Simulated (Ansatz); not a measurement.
`N[SiH]1BCC1` → `B[SiH](C)N=C`  (isomerisation)

Computed with Ansatz on PBE0-D4/def2-TZVP structures; ΔE is electronic, products minus reactants. CCSD(T)/CBS is the MP2 limit (def2-TZVPP, def2-QZVPP) plus CCSD(T) − MP2 in def2-TZVPP, frozen cores. DFT in def2-TZVPP. Each species was taken in one conformer, which may not be the lowest.

CCSD(T)/CBS gives +58.9 kJ/mol.

Another level gave +52.4 kJ/mol. Which?
A. MP2/def2-TZVPP
B. PBE0/def2-TZVPP
C. HF/def2-TZVPP
D. CCSD(T)/def2-TZVPP

D. CCSD(T)/def2-TZVPP 52.4, MP2/def2-TZVPP 65.2, PBE0 73.8, HF/def2-TZVPP 20.4 kJ/mol.

Largest T1 diagnostic among the species: 0.012.

In def2-TZVPP, CCSD(T) changes the Hartree–Fock value by +32.0 kJ/mol (the triples alone add +0.9 kJ/mol) and MP2 by +44.9 kJ/mol. From PBE to PBE0 (25 % exact exchange), in def2-TZVPP and without D4, ΔE moves by +9.1 kJ/mol.

CCSD(T)/CBS has its own doubt, a few kJ/mol and more with outer-core shells, so smaller differences from it don't rank the levels.
